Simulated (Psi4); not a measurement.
ClIn (SMILES [Cl][In]), singlet, geometry from GFN2-xTB (such geometries of metal compounds can be far from the true shape) (core potentials on In); B3LYP5/def2-SVP (Psi4).

Input for Psi4:
```
memory 2 GB

molecule {
0 1
In   -0.00000000   -0.00000000   -0.61493004
Cl    0.00000000    0.00000000    1.77244540
}

set {
  basis def2-svp
  scf_type pk
  puream true
  d_convergence 1e-8
  dft_radial_points 99
  dft_spherical_points 590
}

energy('b3lyp5')
print_variables()
```

It wrote (shortened):

```
   => Loading Basis Set <=

    Name: DEF2-SVP
    Role: ORBITAL
    Keyword: BASIS

    !!!  WARNING: ECP capability is in beta. Please check occupations closely.  !!!

         ---------------------------------------------------------
                                   SCF
               by Justin Turney, Rob Parrish, Andy Simmonett
                          and Daniel G. A. Smith
                              RKS Reference
         ---------------------------------------------------------

  ==> Geometry <==

    Molecular point group: c2v
    Full point group: C_inf_v

    Geometry (in Angstrom), charge = 0, multiplicity = 1:

       Center              X                  Y                   Z               Mass
    ------------   -----------------  -----------------  -----------------  -----------------
         IN           0.000000000000     0.000000000000    -0.557031150669   114.903878776000
         CL           0.000000000000     0.000000000000     1.830344289331    34.968852682000

  Running in c2v symmetry.

  Rotational constants: A = ************  B =      0.11032  C =      0.11032 [cm^-1]
  Rotational constants: A = ************  B =   3307.36637  C =   3307.36637 [MHz]
  Nuclear repulsion =   79.131359502127566

  Charge       = 0
  Multiplicity = 1
  Electrons    = 38
  Nalpha       = 19
  Nbeta        = 19

  ==> Algorithm <==

  SCF Algorithm Type is PK.
  DIIS enabled.
  MOM disabled.
  Fractional occupation disabled.
  Guess Type is SAD.
  Energy threshold   = 1.00e-06
  Density threshold  = 1.00e-08
  Integral threshold = 1.00e-12

  ==> Primary Basis <==

  Basis Set: DEF2-SVP
    Blend: DEF2-SVP
    Number of shells: 18
    Number of basis functions: 44
    Number of Cartesian functions: 47
    Spherical Harmonics?: true
    Max angular momentum: 2

  Core potential: DEF2-SVP
    Number of shells: 4
    Number of ECP primitives: 18
    Number of ECP core electrons: 28
    Max angular momentum: 3

  ==> DFT Potential <==

   => LibXC <=

    Version 7.1.2
    S. Lehtola, C. Steigemann, M. J. T. Oliveira, and M. A. L. Marques,  SoftwareX 7, 1–5 (2018) (10.1016/j.softx.2017.11.002)

   => Composite Functional: B3LYP5 <=

    B3LYP5 Hyb-GGA Exchange-Correlation Functional

    P. J. Stephens, F. J. Devlin, C. F. Chabalowski, and M. J. Frisch,  J. Phys. Chem. 98, 11623 (1994) (10.1021/j100096a001)

    Deriv               =              1
    GGA                 =           TRUE
    Meta                =          FALSE

    Exchange Hybrid     =           TRUE
    MP2 Hybrid          =          FALSE

   => Exchange Functionals <=

    0.0800   Slater exchange
    0.7200         Becke 88

   => Exact (HF) Exchange <=

    0.2000               HF

   => Correlation Functionals <=

    0.1900   Vosko, Wilk & Nusair (VWN5)
    0.8100   Lee, Yang & Parr

   => LibXC Density Thresholds  <==

    XC_HYB_GGA_XC_B3LYP5:  1.00E-15

   => Molecular Quadrature <=

    Radial Scheme          =       TREUTLER
    Pruning Scheme         =           NONE
    Nuclear Scheme         =       TREUTLER

    Blocking Scheme        =         OCTREE
    BS radius alpha        =              1
    Pruning alpha          =              1
    Radial Points          =             99
    Spherical Points       =            590
    Total Points           =         108343
    Total Blocks           =            942
    Max Points             =            256
    Max Functions          =             44
    Weights Tolerance      =       1.00E-15

  ==> Integral Setup <==

  Using in-core PK algorithm.
   Calculation information:
      Number of atoms:                   2
      Number of AO shells:              18
      Number of primitives:             41
      Number of atomic orbitals:        47
      Number of basis functions:        44

      Integral cutoff                 1.00e-12
      Number of threads:                 1

  Performing in-core PK
  Using 981090 doubles for integral storage.
  We computed 14459 shell quartets total.
  Whereas there are 14706 unique shell quartets.

  ==> DiskJK: Disk-Based J/K Matrices <==

    J tasked:                  Yes
    K tasked:                  Yes
    wK tasked:                  No
    Schwarz Cutoff:          1E-12

  Minimum eigenvalue in the overlap matrix is 3.6341979014E-02.
  Reciprocal condition number of the overlap matrix is 1.1502876111E-02.
    Using symmetric orthogonalization.

  ==> Pre-Iterations <==

  SCF Guess: Superposition of Atomic Densities via on-the-fly atomic UHF (no occupation information).

   -------------------------
    Irrep   Nso     Nmo
   -------------------------
     A1        21      21
     A2         3       3
     B1        10      10
     B2        10      10
   -------------------------
    Total      44      44
   -------------------------

  ==> Iterations <==

                        Total Energy        Delta E     RMS |[F,P]|

   @RKS iter SAD:  -649.15255544052366   -6.49153e+02   0.00000e+00
   @RKS iter   1:  -650.13179104165431   -9.79236e-01   1.43365e-02 ADIIS/DIIS
   @RKS iter   2:  -650.09292412193520    3.88669e-02   1.67279e-02 ADIIS/DIIS
   @RKS iter   3:  -650.19889276236313   -1.05969e-01   3.74085e-03 ADIIS/DIIS
   @RKS iter   4:  -650.20506667792461   -6.17392e-03   4.46965e-04 ADIIS/DIIS
   @RKS iter   5:  -650.20512269969993   -5.60218e-05   1.24189e-04 ADIIS/DIIS
   @RKS iter   6:  -650.20513156284505   -8.86315e-06   2.21442e-05 DIIS
   @RKS iter   7:  -650.20513180912542   -2.46280e-07   3.03785e-06 DIIS
   @RKS iter   8:  -650.20513181239767   -3.27225e-09   5.51805e-07 DIIS
   @RKS iter   9:  -650.20513181253250   -1.34833e-10   8.37221e-08 DIIS
   @RKS iter  10:  -650.20513181253659   -4.09273e-12   5.48235e-09 DIIS
  Energy and wave function converged.

  ==> Post-Iterations <==

   Electrons on quadrature grid:
      Ntotal   =   38.0000005839 ; deviation = 5.839e-07

    Orbital Energies [Eh]
    ---------------------

    Doubly Occupied:

       1A1  -101.445406     2A1    -9.399599     3A1    -7.163770
       1B1    -7.161097     1B2    -7.161097     4A1    -4.672721
       2B2    -3.076396     2B1    -3.076396     5A1    -3.070239
       6A1    -0.785253     1A2    -0.763960     7A1    -0.763960
       3B2    -0.759038     3B1    -0.759038     8A1    -0.728033
       9A1    -0.378589     4B2    -0.283768     4B1    -0.283768
      10A1    -0.251190

    Virtual:

       5B2    -0.065420     5B1    -0.065420    11A1     0.008967
      12A1     0.137790     6B2     0.174055     6B1     0.174055
      13A1     0.196348     2A2     0.329153    14A1     0.329153
       7B2     0.341497     7B1     0.341497    15A1     0.443108
      16A1     0.655449     3A2     0.828009    17A1     0.828010
       8B1     0.849338     8B2     0.849338    18A1     0.876086
       9B1     0.984874     9B2     0.984874    19A1     1.240450
      10B2    15.836197    10B1    15.836197    20A1    16.345406
      21A1    60.869298

    Final Occupation by Irrep:
             A1    A2    B1    B2
    DOCC [    10,    1,    4,    4 ]
    NA   [    10,    1,    4,    4 ]
    NB   [    10,    1,    4,    4 ]

  @RKS Final Energy:  -650.20513181253659

   => Energetics <=

    Nuclear Repulsion Energy =             79.1313595021275660
    One-Electron Energy =               -1129.0525998751863881
    Two-Electron Energy =                 435.9877329222884441
    DFT Exchange-Correlation Energy =     -36.2716243617661220
    Empirical Dispersion Energy =           0.0000000000000000
    VV10 Nonlocal Energy =                  0.0000000000000000
    Total Energy =                       -650.2051318125367061

Computation Completed

Properties will be evaluated at   0.000000,   0.000000,   0.000000 [a0]

Properties computed using the SCF density matrix

 Multipole Moments:

 ------------------------------------------------------------------------------------
     Multipole            Electronic (a.u.)      Nuclear  (a.u.)        Total (a.u.)
 ------------------------------------------------------------------------------------

 L = 1.  Multiply by 2.5417464519 to convert [e a0] to [Debye]
 Dipole X            :          0.0000000            0.0000000            0.0000000
 Dipole Y            :          0.0000000            0.0000000            0.0000000
 Dipole Z            :        -37.7886778           36.6950775           -1.0936003
 Magnitude           :                                                    1.0936003

 ------------------------------------------------------------------------------------

  Variable Map:
  ----------------------------------------------------------------------------
  "CURRENT ENERGY"              =>    -650.205131812537
  "CURRENT REFERENCE ENERGY"    =>    -650.205131812537
  "DD SOLVATION ENERGY"         =>       0.000000000000
  "DFT FUNCTIONAL TOTAL ENERGY" =>    -650.205131812537
  "DFT TOTAL ENERGY"            =>    -650.205131812537
  "DFT VV10 ENERGY"             =>       0.000000000000
  "DFT XC ENERGY"               =>     -36.271624361766
  "GRID ELECTRONS ALPHA"        =>      19.000000291951
  "GRID ELECTRONS BETA"         =>      19.000000291951
  "GRID ELECTRONS TOTAL"        =>      38.000000583903
  "NUCLEAR REPULSION ENERGY"    =>      79.131359502128
  "ONE-ELECTRON ENERGY"         =>   -1129.052599875186
  "PCM POLARIZATION ENERGY"     =>       0.000000000000
  "PE ENERGY"                   =>       0.000000000000
  "SCF ITERATION ENERGY"        =>    -650.205131812537
  "SCF ITERATIONS"              =>      10.000000000000
  "SCF TOTAL ENERGY"            =>    -650.205131812537
  "TWO-ELECTRON ENERGY"         =>     435.987732922288
  "XC GRID RADIAL POINTS"       =>      99.000000000000
  "XC GRID SPHERICAL POINTS"    =>     590.000000000000
  "XC GRID TOTAL POINTS"        =>  108343.000000000000

  Array Variable Map:
  ----------------------------------------------------------------------------
  "CURRENT DIPOLE"              =>       0.000000000000 ... -1.093600336602 1 by 3
  "SCF DIPOLE"                  =>       0.000000000000 ... -1.093600336602 1 by 3
  "SCF TOTAL ENERGIES"          =>    -649.152555440524 ... -650.205131812537 1 by 11
```
